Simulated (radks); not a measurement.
Values are calculated unless marked as measured or tabulated.
The tellurium ion Te4+, [Kr] 4d10 5s2. Level of theory: non-relativistic Kohn-Sham, PBE, spin-polarised, spherical densities, point nucleus (a radial shooting solver on a logarithmic mesh with Libxc functionals). Every spin shell is full or empty, so the densities are truly spherical. Functionals are evaluated on that one density, not self-consistently. Rank these orbital-free kinetic functionals by their error against the exact value of the orbitals, and give that value: Thomas-Fermi, von Weizsacker, TF + vW, TF + vW/9, TF + vW/5, LC94, APBEK, revAPBEK, Perdew 92, Thakkar, Pearson, LKT, PG1, DePristo-Kress, Ernzerhof.

Answer. Exact: 6608.06 hartree. From best to worst, with 100 (|E| - |E exact|)/|E exact| (equal figures are ties): LC94 +0.07, DePristo-Kress -0.10, APBEK +0.12, revAPBEK +0.29, Ernzerhof -0.40, Thakkar -0.58, Perdew 92 -0.66, TF + vW/9 -0.67, Pearson -0.91, TF + vW/5 +2.98, Thomas-Fermi -5.24, PG1 +14.86, LKT +18.93, TF + vW +35.83, von Weizsacker -58.94.
